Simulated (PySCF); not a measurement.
## Spinor energies of Cu¹⁵⁺ (copper, charge +15)

Start: [Ne] 3s2 3p2; 3p1/2 filled at m_j = -1/2, +1/2. Calculated with PySCF 2.14 in an even-tempered Gaussian basis (19 s from 1.3 bohr⁻², ratio 2.4; 13 p from 1.7 bohr⁻², ratio 2.4; 5 d from 7.3 bohr⁻², ratio 2.6; 4 f from 11 bohr⁻², ratio 2.6): generalised Hartree-Fock with the X2C-1e Hamiltonian and a Gaussian nucleus; one run each with spin-orbit coupling (SO) switched off, then screened by Boettger's factors.

```json
{"spinor shell": "1s1/2", "electrons": "2", "ε, spin-free (eV)": "-9578.1", "ε, screened SO (eV)": "-9577.6", "weight of nominal j (screened SO)": "1.000", "rms radius, screened SO (bohr)": "0.0601"}
{"spinor shell": "2s1/2", "electrons": "2", "ε, spin-free (eV)": "-1649.6", "ε, screened SO (eV)": "-1649.3", "weight of nominal j (screened SO)": "1.000", "rms radius, screened SO (bohr)": "0.251"}
{"spinor shell": "2p1/2", "electrons": "2", "ε, spin-free (eV)": "-1491.3", "ε, screened SO (eV)": "-1507.5", "weight of nominal j (screened SO)": "0.987", "rms radius, screened SO (bohr)": "0.223"}
{"spinor shell": "2p3/2", "electrons": "4", "ε, spin-free (eV)": "-1491.3", "ε, screened SO (eV)": "-1483.0", "weight of nominal j (screened SO)": "0.993", "rms radius, screened SO (bohr)": "0.226"}
{"spinor shell": "3s1/2", "electrons": "2", "ε, spin-free (eV)": "-556.96", "ε, screened SO (eV)": "-556.85", "weight of nominal j (screened SO)": "1.000", "rms radius, screened SO (bohr)": "0.646"}
{"spinor shell": "3p1/2", "electrons": "2", "ε, spin-free (eV)": "-516.51", "ε, screened SO (eV)": "-517.16", "weight of nominal j (screened SO)": "0.749", "rms radius, screened SO (bohr)": "0.640"}
```

```csv
quantity,spin-free,screened SO
E (hartree),-1543.94554,-1544.07433
M_J,0,0
⟨J²⟩,2.002,0.954
⟨L²⟩,2.002,1.848
⟨S²⟩,2.001,1.828
```

The determinant has a definite M_J but mixes levels of different J.

Each row is a mean over spinors that exchange with the open shell spreads, by up to 15.079 eV (3s1/2).

Rows whose weight is well below 1 are mixtures of j = l ± 1/2: exchange outweighs spin-orbit coupling there, and the label is only the starting occupation.

Without spin-orbit coupling the j labels of p, d and f shells carry no meaning; the spin-free column gives the mean over the occupied spinors of each nl shell.
